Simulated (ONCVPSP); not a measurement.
phosphorus (P): ONCV pseudisation with PBEsol, scalar-relativistic reference atom.

The input file (ONCVPSP 4.0.1):

```
# ATOM AND REFERENCE CONFIGURATION
# atsym  z   nc   nv     iexc    psfile
  P 15.00    1    4  -116133      upf
#
#   n    l    f
    1    0    2.00
    2    0    2.00
    2    1    6.00
    3    0    2.00
    3    1    2.50
#
# PSEUDOPOTENTIAL AND OPTIMIZATION
# lmax
    1
#
#   l,   rc,      ep,       ncon, nbas, qcut
    0    0.70    0.00    3    6   15.50
    1    0.95    0.00    3    7   17.50
#
# LOCAL POTENTIAL
# lloc, lpopt,  rc(5),   dvloc0
    4    5    0.55    0.00
#
# VANDERBILT-KLEINMAN-BYLANDER PROJECTORs
# l, nproj, debl
    0    2    0.70
    1    2    2.30
#
# MODEL CORE CHARGE
# icmod, fcfact, rcfact
    0    0.00    0.00
#
# LOG DERIVATIVE ANALYSIS
# epsh1, epsh2, depsh
   -8.00    5.00    0.04
#
# OUTPUT GRID
# rlmax, drl
    6.00    0.01
#
# TEST CONFIGURATIONS
# ncnf
    4
# nvcnf
#   n    l    f
    4
    2    0    2.00
    2    1    6.00
    3    0    2.00
    3    1    3.00
#
    4
    2    0    2.00
    2    1    6.00
    3    0    2.00
    3    1    2.00
#
    4
    2    0    2.00
    2    1    6.00
    3    0    2.00
    3    1    1.00
#
    4
    2    0    2.00
    2    1    6.00
    3    0    1.00
    3    1    4.00
#
```

Command:

```bash
oncvpsp.x < P.dat > P.out
```

Output (shortened: citation, most of the input echo, consistency checks and plot data are left out):

```
ONCVPSP  (Optimized Norm-Conservinng Vanderbilt PSeudopotential)
scalar-relativistic version 4.0.1

#   n    l    f        energy (Ha)
    1    0    2.00    -7.6635269E+01
    2    0    2.00    -6.5622351E+00
    2    1    6.00    -4.7530597E+00
    3    0    2.00    -6.7519762E-01
    3    1    2.50    -3.5402055E-01

Reference configufation results
  iterations    21
  all-electron total energy (Ha)   -3.41175224D+02

Begin loop to  construct optimized pseudo wave functions
and semi-local pseudopoentials for all angular momenta

Calculating optimized projector #   1

 for l=   0

    Fraction of norm inside rc  0.812615
    Optimizing pswf for qcut=  15.53 a_B^-1,  ecut= 120.57 Ha
    Residual kinetic energy error=  1.31D-05 Ha

    Energy error per electron        Cutoff
         Ha          eV             Ha
         0.01000     0.27211       61.26
         0.00100     0.02721       86.57
         0.00010     0.00272      104.62
         0.00001     0.00027      144.81

Calculating optimized projector #   2

 for l=   0

    Fraction of norm inside rc  0.040746
    Optimizing pswf for qcut=  15.53 a_B^-1,  ecut= 120.57 Ha
    Residual kinetic energy error=  5.11D-06 Ha

    Energy error per electron        Cutoff
         Ha          eV             Ha
         0.01000     0.27211       22.87
         0.00100     0.02721       72.10
         0.00010     0.00272       96.51
         0.00001     0.00027      115.43

Calculating optimized projector #   1

 for l=   1

    Fraction of norm inside rc  0.950426
    Optimizing pswf for qcut=  17.52 a_B^-1,  ecut= 153.49 Ha
    Residual kinetic energy error=  6.09D-08 Ha

    Energy error per electron        Cutoff
         Ha          eV             Ha
         0.01000     0.27211       89.29
         0.00100     0.02721      107.23
         0.00010     0.00272      121.39
         0.00001     0.00027      133.49

Calculating optimized projector #   2

 for l=   1

    Fraction of norm inside rc  0.043427
    Optimizing pswf for qcut=  17.52 a_B^-1,  ecut= 153.49 Ha
    Residual kinetic energy error=  5.81D-08 Ha

    Energy error per electron        Cutoff
         Ha          eV             Ha
         0.01000     0.27211       71.94
         0.00100     0.02721       94.92
         0.00010     0.00272      113.66
         0.00001     0.00027      129.20

Construct Vanderbilt / Kleinmman-Bylander projectors

B matrix Hermiticity error, ll=   0
   1   2    8.7291E-04

  Orthonormal projector coefficients  2.0794E+01  3.3106E+00

B matrix Hermiticity error, ll=   1
   1   2    4.3921E-04

  Orthonormal projector coefficients -1.0893E+01 -3.5373E+00

Pseudoatom total energy -122.683148

Diagnostic tests using Vanderbilt-Kleinman-Bylander pseudopotentials
  1 or more projectors used as specified by nproj input data

   l    rcore       rmatch      e in        delta e   norm test  slope test

   0   0.7013239   0.7226177  -6.5622351  -0.0000004   1.0002257   1.0002684
   0   0.7013239   0.7226177  -0.6751976   0.0000366   1.0001596   1.0001325

   1   0.9515151   0.9804051  -4.7530597  -0.0000105   1.0002020   1.0002067
   1   0.9515151   0.9804051  -0.3540206   0.0000187   1.0000713   1.0000689

 Testing for bound ghosts
   n   l    E NL Schr. Eq   E Basis Diag.   E Cutoff

   1   0       -6.562235       -6.561667    257.83
   2   0       -0.675161        0.204111    257.83

   2   1       -4.753070       -4.753050    247.08
   3   1       -0.354002       -0.046177    247.08

 Testing for highly-localized positive-energy ghosts
       l    <radius>/rc     E Basis Diag.   E Cutoff

Test configuration 0

   n   l     f        eae           eps        diff
   1   0  2.0000  -76.63526851
   2   0  2.0000   -6.56223506   -6.56223545   -3.87D-07
   2   1  6.0000   -4.75305967   -4.75307015   -1.05D-05
   3   0  2.0000   -0.67519762   -0.67516097    3.66D-05
   3   1  2.5000   -0.35402055   -0.35400181    1.87D-05

    Total energies and differences
      AE_ref= -3.41175224D+02  AE_tst= -3.41175224D+02  dif=  0.00D+00
      PS_ref= -1.22683148D+02  PS_tst= -1.22683148D+02  dif=  1.71D-13
      PSP excitation error= -1.71D-13

Test configuration 1

   n   l     f        eae           eps        diff
   1   0  2.0000  -76.44862841
   2   0  2.0000   -6.37853986   -6.37860427   -6.44D-05
   2   1  6.0000   -4.56907659   -4.56945574   -3.79D-04
   3   0  2.0000   -0.51144803   -0.51140756    4.05D-05
   3   1  3.0000   -0.20137692   -0.20136849    8.43D-06

    Total energies and differences
      AE_ref= -3.41175224D+02  AE_tst= -3.41313405D+02  dif= -1.38D-01
      PS_ref= -1.22683148D+02  PS_tst= -1.22821331D+02  dif= -1.38D-01
      PSP excitation error=  2.21D-06

Test configuration 2

   n   l     f        eae           eps        diff
   1   0  2.0000  -76.84685028
   2   0  2.0000   -6.76886262   -6.76879042    7.22D-05
   2   1  6.0000   -4.96014388   -4.95960375    5.40D-04
   3   0  2.0000   -0.85361955   -0.85358504    3.45D-05
   3   1  2.0000   -0.52112793   -0.52108567    4.23D-05

    Total energies and differences
      AE_ref= -3.41175224D+02  AE_tst= -3.40957002D+02  dif=  2.18D-01
      PS_ref= -1.22683148D+02  PS_tst= -1.22464928D+02  dif=  2.18D-01
      PSP excitation error=  1.89D-06

Test configuration 3

   n   l     f        eae           eps        diff
   1   0  2.0000  -77.33751556
   2   0  2.0000   -7.24264896   -7.24239545    2.54D-04
   2   1  6.0000   -5.43541786   -5.43315438    2.26D-03
   3   0  2.0000   -1.24568710   -1.24563851    4.86D-05
   3   1  1.0000   -0.89082118   -0.89066393    1.57D-04

    Total energies and differences
      AE_ref= -3.41175224D+02  AE_tst= -3.40254658D+02  dif=  9.21D-01
      PS_ref= -1.22683148D+02  PS_tst= -1.21762636D+02  dif=  9.21D-01
      PSP excitation error=  5.42D-05

Test configuration 4

   n   l     f        eae           eps        diff
   1   0  2.0000  -76.50625295
   2   0  2.0000   -6.43484069   -6.43596199   -1.12D-03
   2   1  6.0000   -4.62487762   -4.62696012   -2.08D-03
   3   0  1.0000   -0.53739209   -0.53734108    5.10D-05
   3   1  4.0000   -0.22212799   -0.22213575   -7.76D-06

    Total energies and differences
      AE_ref= -3.41175224D+02  AE_tst= -3.41000694D+02  dif=  1.75D-01
      PS_ref= -1.22683148D+02  PS_tst= -1.22508657D+02  dif=  1.74D-01
      PSP excitation error=  3.95D-05
```

The run took about 2.9 s on one core of a shared server CPU.
